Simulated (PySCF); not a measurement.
A survey of 19F NMR shifts

- coordinates at the GFN2-xTB level
- σ from GIAO-PBE0/pcSseg-1
- program: PySCF 2.14.0 with density-fitted response routines
- in vacuum, relativity neglected, one averaged value for each set of equivalent atoms, a single conformation

Shieldings were converted by a linear fit to measured shifts: 19F (scatter 6.0 ppm rms, 7.0 ppm with the 5 outliers that the fit left out vs CFCl3, solution or neat liquid, with a term for F on sp3 carbon). A few per cent of atoms miss by over 2 rms, more outside the fitted compound classes.

Task: Give the 19F shifts of `O=C(F)C(F)(F)C(F)(F)F`, `FC(F)(F)/C=P/CC(F)(F)F`, `O=C1C[C@@H](OC(F)F)O1`.

Result: 
```tsv
compound	environment	δ (ppm)
[O:1]=[C:2]([F:3])[C:4]([F:5])([F:6])[C:7]([F:8])([F:9])[F:10]	F3: fluorine bonded to C	28.1
[O:1]=[C:2]([F:3])[C:4]([F:5])([F:6])[C:7]([F:8])([F:9])[F:10]	F8/9/10: fluorine of a CF3 group (×3)	-79.1
[O:1]=[C:2]([F:3])[C:4]([F:5])([F:6])[C:7]([F:8])([F:9])[F:10]	F5/6: fluorine of a CF2 group (×2)	-120.4
[F:1][C:2]([F:3])([F:4])/[CH:5]=[P:6]/[CH2:7][C:8]([F:9])([F:10])[F:11]	F9/10/11: fluorine of a CF3 group (×3)	-60.4
[F:1][C:2]([F:3])([F:4])/[CH:5]=[P:6]/[CH2:7][C:8]([F:9])([F:10])[F:11]	F1/3/4: fluorine of a CF3 group (×3)	-64.1
[O:1]=[C:2]1[CH2:3][C@@H:4]([O:5][CH:6]([F:7])[F:8])[O:9]1	F7: fluorine of a CF2 group	-90.2
[O:1]=[C:2]1[CH2:3][C@@H:4]([O:5][CH:6]([F:7])[F:8])[O:9]1	F8: fluorine of a CF2 group	-92.2
```

Task: Match the shifts 37.4, -149.9, -198.8 ppm to `CO[C@H](F)C(C)(C)C`, `O=C1[C@H]2CC[C@]1(F)CC2`, `C=C/C(C)=C(/C)C(=O)F`.

Result: 37.4: C=C/C(C)=C(/C)C(=O)F (fluorine bonded to C); -149.9: CO[C@H](F)C(C)(C)C (fluorine on an sp3 carbon); -198.8: O=C1[C@H]2CC[C@]1(F)CC2 (fluorine on an sp3 carbon).
